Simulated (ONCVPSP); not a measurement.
gold: one change to an ONCV potential, before and after

```json
{
 "Element": "gold",
 "Generator": "ONCVPSP 4.0.1",
 "Type": "optimised norm-conserving Vanderbilt (ONCV)",
 "Functional": "LDA (Perdew-Wang 92)",
 "Relativity": "fully relativistic",
 "Frozen core": "[Kr] 4d10 4f14",
 "Valence charge": "19",
 "Reference configuration": "5s2 5p6 5d10 6s1",
 "Partial waves": "5s+6s: rc 1.25 bohr, ncon 3, nbas 7, qcut 9.3 1/bohr, 3 projectors, debl 2.2 Ha; 5p: rc 1.05 bohr, ncon 4, nbas 7, qcut 8.7 1/bohr, 1 projector; 5d: rc 1.85 bohr, ncon 4, nbas 8, qcut 6.9 1/bohr, 2 projectors, debl 0.4 Ha; f scattering state at 0.05 Ha: rc 1.45 bohr, ncon 4, nbas 8, qcut 8 1/bohr, 2 projectors, debl 2 Ha",
 "Local potential": "polynomial inside 0.70 bohr (lpopt 5, dvloc0 0 Ha)",
 "Core correction": "none"
}
```

Open shells are filled in proportion to 2j + 1.

Change: reference 5s2 5p6 5d10 6p1; waves 5s: rc 1.25 bohr, ncon 3, nbas 7, qcut 9.3 1/bohr, 3 projectors, debl 2.2 Ha; 5p+6p: rc 1.05 bohr, ncon 4, nbas 7, qcut 8.7 1/bohr, 2 projectors. In the s channel the program set the typed energies aside and used -4.065, 0.250, 2.450 Ha.

Cutoffs: the cutoffs (Ha) at which the residual kinetic energy of the hardest occupied pseudo-wave falls to 1 and 0.1 mHa per electron; they do not see the model core or the augmentation charge, which bear on the density cutoff. Errors are all-electron minus pseudo energies relative to the spin-unpolarised reference configuration.

What does the change do?

The potential gets neither clearly harder nor softer (99 Ha and 131 Ha → 99 Ha and 131 Ha); the bound ghosts move from f, p, s to f, s; the lowest positive-energy flag moves from none to p3/2 at 21.7 eV; the number of tests that count goes from 3 to 4.

| quantity | base | changed |
| --- | --- | --- |
| cutoff, loose | 99 Ha | 99 Ha |
| cutoff, tight | 131 Ha | 131 Ha |
| loose cutoff by channel | s 34 Ha, p 99 Ha, d 19 Ha | s 34 Ha, p 99 Ha, d 19 Ha |
| bound ghosts | s, p3/2, f7/2, p1/2, f5/2 | s, f7/2, f5/2 |
| GHOST(+) flags under 300 eV | none | p3/2 at 21.7 eV, p1/2 at 147.9 eV |
| tests counted (converged, no solver errors) | 3 of 4 | 4 of 4 |
| s: phases at 1.27 bohr within 0.05 rad from the reference energy up to (Ha; the scan ends near 5) | to the end of the scan | to the end of the scan |
| p3/2: phases at 1.07 bohr within 0.05 rad from the reference energy up to (Ha; the scan ends near 5) | to the end of the scan | to the end of the scan |
| p1/2: phases at 1.07 bohr within 0.05 rad from the reference energy up to (Ha; the scan ends near 5) | to the end of the scan | to the end of the scan |
| d5/2: phases at 1.87 bohr within 0.05 rad from the reference energy up to (Ha; the scan ends near 5) | to the end of the scan | to the end of the scan |
| d3/2: phases at 1.87 bohr within 0.05 rad from the reference energy up to (Ha; the scan ends near 5) | to the end of the scan | to the end of the scan |
| f7/2: phases at 1.47 bohr within 0.05 rad from the reference energy up to (Ha; the scan ends near 5) | 4.4 | 4.5 |
| f5/2: phases at 1.47 bohr within 0.05 rad from the reference energy up to (Ha; the scan ends near 5) | 4.6 | 4.7 |

Base: Tests not counted: 5s2 5p6 5d10 6s0 6p1 (no result). Changed file: These tests converged, but a pseudo level misses the all-electron one widely, so the file describes the atom poorly there or has found another state: 5s2 5p6 5d10 6s1 6p0: empty 6p by 6.4 eV; 5s1 5p6 5d10 6s1 6p0: empty 6p by 7.6 eV. A true bound ghost makes a file unfit for plane-wave use even where its test errors are small: the radial tests pick states by their node count and pass the ghost by.
